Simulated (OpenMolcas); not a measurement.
# Ag2+: moving or changing the point charges

Ag2+ among 6 point charges of -1.7 e arranged as an octahedron (Oh), 1.82 Å from the ion.

```json
{
 "Program": "OpenMolcas",
 "Method": "SS-CASPT2, IPEA 0.25 Eh, imaginary shift 0.1 Eh (closed shells correlated: 4s 4p)",
 "Basis": "ANO-RCC-VDZP [6s5p3d1f]",
 "Scalar Hamiltonian": "DKH2, point nucleus",
 "Active space": "9 electrons in 5 orbitals (4d)",
 "State averaging": "2S+1 = 2 even, 5 roots",
 "Spin-orbit coupling": "RASSI with atomic mean-field integrals over the reference wave functions"
}
```

Runs around this geometry, states (labels of O, the rotations of Oh). Energies in cm-1 above the lowest state or level, χT in cm3 K/mol; 10Dq is the gap between the two states.

```
R (Å)  q (e)  Ground state  First state of that spin   10Dq  First gap with spin-orbit (degeneracies)  χT at 300 K
 1.82  -1.36            2E                  2T2 8940   8936                               7670 (4, 2)        0.706
  1.7   -1.7            2E                 2T2 14810  14811                              13430 (4, 2)        0.585
 1.82   -1.7            2E                 2T2 11160  11164                               9840 (4, 2)        0.648
```

Taking |10Dq| as R^-n, n = -ln(11164 / 14811) / ln(1.82 / 1.7) = 4.1 between the shortest and longest distance. The point-charge formula for a cubic d site gives n = 5.

Scaling the charges by -1.36 / -1.7 = 0.80 scales |10Dq| by 8936 / 11164 = 0.80; with fixed orbitals a first-order splitting would follow the charge.

An orbital doublet at a regular site is open to a Jahn-Teller distortion, which this geometry leaves out. Free-ion shares, where given, are those of the reference states; single-state CASPT2 does not remix them. This is an electrostatic model: the charges have no orbitals. No measured value stands beside these numbers.
